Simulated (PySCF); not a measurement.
C4H10O, SMILES CC(C)(C)O.

The structure is a stationary point at B3LYP-D3(BJ)/def2-SVP. The values are those of a single conformer.

Computed with PySCF with r2SCAN/def2-TZVP.

Symmetry labels are those of the subgroup Cs that the program uses (full group Cs).

Problem. List the valence orbital energies around the gap with their symmetry. (Estimate from the structure and the level; the computed values follow.)

Solution. 
```
orbital  symmetry  energy (eV)
-------  --------  -----------
HOMO−7         A'       -10.33
HOMO−6         A"        -9.95
HOMO−5         A'        -9.51
HOMO−4         A"        -9.10
HOMO−3         A'        -8.81
HOMO−2         A"        -8.61
HOMO−1         A'        -7.84
HOMO           A"        -6.44
LUMO           A'         0.69
LUMO+1         A'         2.00
LUMO+2         A'         2.22
LUMO+3         A"         2.76
```
